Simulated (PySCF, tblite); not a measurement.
Parent: `[CH2:1]=[CH:2][C:3]1=[CH:4][CH2:5][PH:6][CH2:7]1` with C1–C2–C3–C4 176°, C3–C4–C5–P6 -16°, C4–C5–P6–C7 20°, C5–P6–C7–C3 -20°, C2–C3–C7–P6 -166°, C6H9P.

Structures optimised with GFN2-xTB, isolated species. One conformer each, not checked by frequencies here.

```csv
coordinate of the parent,value
C1=C2,1.329 Å
C2–C3,1.448 Å
C3=C4,1.335 Å
C4–C5,1.494 Å
C5–P6,1.868 Å
P6–C7,1.865 Å
C3–C7,1.507 Å
C1–C2–C3,125.4°
C2–C3–C4,123.8°
C2–C3–C7,121.4°
C4–C3–C7,114.8°
C3–C4–C5,117.2°
C4–C5–P6,105.8°
C5–P6–C7,90.5°
C3–C7–P6,106.5°
```

Question: How does the shared frame change in `[CH2:1]=[CH:2][C:3]1=[CH:4][CH2:5][P@H:6](=[O:7])[CH2:8]1` with C1–C2–C3–C4 175°, C3–C4–C5–P6 -18°, C4–C5–P6–O7 150°, C5–P6–C8–C3 -23°, C2–C3–C8–P6 -163°, C6H9OP? Atoms pair as C1 = C1, C2 = C2, C3 = C3, C4 = C4, C5 = C5, P6 = P6, C7 = C8 (parent first).

Answer: 
```csv
parent,relative,value in the relative,change
C1=C2,C1=C2,1.329 Å,0.000
C2–C3,C2–C3,1.449 Å,+0.001
C3=C4,C3=C4,1.338 Å,+0.003
C4–C5,C4–C5,1.493 Å,-0.001
C5–P6,C5–P6,1.837 Å,-0.031
P6–C7,P6–C8,1.835 Å,-0.030
C3–C7,C3–C8,1.506 Å,-0.001
C1–C2–C3,C1–C2–C3,125.4°,0.0
C2–C3–C4,C2–C3–C4,123.1°,-0.7
C2–C3–C7,C2–C3–C8,121.5°,+0.1
C4–C3–C7,C4–C3–C8,115.4°,+0.6
C3–C4–C5,C3–C4–C5,117.8°,+0.6
C4–C5–P6,C4–C5–P6,102.5°,-3.3
C5–P6–C7,C5–P6–C8,93.9°,+3.4
C3–C7–P6,C3–C8–P6,103.3°,-3.2
```

Of the parent's bonds, C5–P6 and P6–C7 change most and about equally (-0.031 to -0.030 Å). Bonds of the relative outside the shared frame: P6=O7 1.463 Å. Point group C1 → C1.

All values are computed, not measured.
